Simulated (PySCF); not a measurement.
Nitrogen: a sound run and one with changed settings

Sound run: N⁺ [He] 2s2 2p2, N²⁺ [He] 2s2 2p1. All numbers are calculated (PySCF 2.14, no relativity, point nucleus, in cc-pVDZ (3s2p1d, 14 functions)). The sound run starts from symmetry-adapted Hartree-Fock orbitals and uses a fine grid where one is needed.

Changed run: initial guess atom, at most 3 SCF cycles. This setting is unsound on purpose.

| species | method | sound run (hartree) | changed run (hartree) | converged |
| --- | --- | --- | --- | --- |
| N⁺ | UHF | -53.88047 | -53.88005 | no |
| N⁺ | LDA | -53.56833 | -53.56832 | no |
| N⁺ | PBE | -53.97993 | -53.97993 | no |
| N²⁺ | UHF | -52.80564 | -52.80542 | no |
| N²⁺ | LDA | -52.46157 | -52.46157 | no |
| N²⁺ | PBE | -52.87791 | -52.87791 | no |

The SCF was stopped early; the energies are upper bounds that still move, and correlated levels were skipped or rest on poor orbitals.
